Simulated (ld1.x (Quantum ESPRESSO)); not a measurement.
Before and after: PAW potential for Zn (Z = 30)

```
Element                 : Zn (Z = 30)
Generator               : ld1.x (Quantum ESPRESSO) 7.5
Type                    : PAW
Functional              : PBEsol
Relativity              : scalar-relativistic
Frozen core             : [Ne] 3s2
Valence charge          : 18
Reference configuration : 3p6 3d10 4s1 4p0 (charge +1)
Partial waves           : 4s (bound): rcut 1.50, rcutus 2.05 bohr; 4s channel at 2.15 Ry: rcut 1.50, rcutus 2.05 bohr; 3p (bound): rcut 1.00, rcutus 1.05 bohr; 4p (bound, empty): rcut 1.00, rcutus 1.05 bohr; 3d (bound): rcut 1.00, rcutus 1.40 bohr; 3d channel at -1 Ry: rcut 1.00, rcutus 1.40 bohr
Local potential         : all-electron potential smoothed inside 0.80 bohr (lloc = -2)
Core correction         : Bessel-smoothed model core, default radius (core density twice the valence density)
Augmentation charge     : BESSEL, radius 0.80 bohr
```

Change: local potential all-electron potential smoothed inside 1.50 bohr (lloc = -1).

Cutoffs: the cutoffs (Ry, on a coarse ladder) from which the occupation-weighted sum of valence levels, in a spherical-Bessel basis at the reference potential, stays within 10 and 1 mRy of its value at 400 Ry; they do not see the model core or the augmentation charge, which bear on the density cutoff. Errors are all-electron minus pseudo energies relative to the spin-unpolarised reference configuration.

Q: Predict the effect on cutoff, ghosts and configuration errors.

A: The potential gets neither clearly harder nor softer (90 Ry and 140 Ry → 90 Ry and 160 Ry); the bound ghost in s disappears; of the 7 tests that both files solve, the error grows in 3 and shrinks in 2 by more than 15 % and 0.3 meV (median size 13.1 → 32.1 meV). A state that the projectors do not describe sees the local part alone, so a deeper or shallower local part can create or remove a ghost.

| quantity | base | changed |
| --- | --- | --- |
| cutoff, loose | 90 Ry | 90 Ry |
| cutoff, tight | 140 Ry | 160 Ry |
| bound ghosts | s | none |
| error for 3p6 3d10 4s2 4p0, meV [ΔE -9.90 eV] | +4.6 | +5.3 |
| error for 3p6 3d10 4s0 4p0, meV [ΔE 18.35 eV] | +13 | +5.0 |
| error for 3p6 3d9 4s0 4p0, meV [ΔE 58.86 eV] | -30 | -32 |
| error for 3p6 3d8 4s0 4p0, meV [ΔE 120.64 eV] | -194 | -193 |
| error for 3p6 3d9 4s2 4p1, meV [ΔE 2.38 eV] | -6.6 | +33 |
| error for 3p6 3d9 4s2 4p0, meV [ΔE 8.03 eV] | +2.1 | +47 |
| error for 3p5 3d10 4s2 4p0, meV [ΔE 81.99 eV] | -47 | -28 |
| s: phases at 2.24 bohr within 0.05 rad from the reference energy up to (Ry; the scan ends near 5) | to the end of the scan | 4.3 |
| p: phases at 2.24 bohr within 0.05 rad from the reference energy up to (Ry; the scan ends near 5) | to the end of the scan | to the end of the scan |
| d: phases at 2.24 bohr within 0.05 rad from the reference energy up to (Ry; the scan ends near 5) | to the end of the scan | to the end of the scan |
| lowest overlap eigenvalue by channel | s 0.27, p 0.27, d 1.00 | s 0.44, p 0.23, d 1.00 |

 A true bound ghost makes a file unfit for plane-wave use even where its test errors are small: the radial tests pick states by their node count and pass the ghost by.
